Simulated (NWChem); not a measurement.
**Atomisation of C2H2Br2**

```
C
C 1 1.3328
H 1 1.0923 2 120.15
H 2 1.0923 1 120.15 3 0.00
Br 1 1.8640 3 114.18 2 180.00
Br 2 1.8640 4 114.18 1 180.00
```
Charge 0, spin multiplicity 1.

All runs are NWChem calculations. The geometry was optimised at PBE0/def2-SVP, a minimum by its harmonic frequencies.

Basis set: def2-TZVP. The atomisation energy is electronic alone: no zero-point, thermal, spin-orbit or counterpoise terms. No value is extrapolated to the basis-set limit. Free atoms are single determinants with multiplicities Br 2, C 3, H 2. Correlated methods freeze the same cores in atoms and molecule, 20 orbitals in all.

```tsv
method	atomisation energy (kcal/mol)	relative cost
PBE	515.5	under 3
BLYP	488.9	under 3
B3LYP	487.9	1
BHandHLYP	468.2	under 3
PBE0	501.5	under 3
r2SCAN	500.8	under 3
HF	341.4	under 3
MP2	496.5	7
```

The values span 174.1 kcal/mol, from HF (lowest) to PBE (highest). The cost column gives rough processor time relative to B3LYP; each entry includes its own SCF. Costs are the molecule's.

The Hamiltonian is non-relativistic. B3LYP has NWChem's definition, with VWN1-RPA local correlation. The structure started from a generated list of species. The stability of the SCF solutions was not checked. Open-shell Hartree-Fock references start from PBE0 orbitals; any time given for them includes that run.
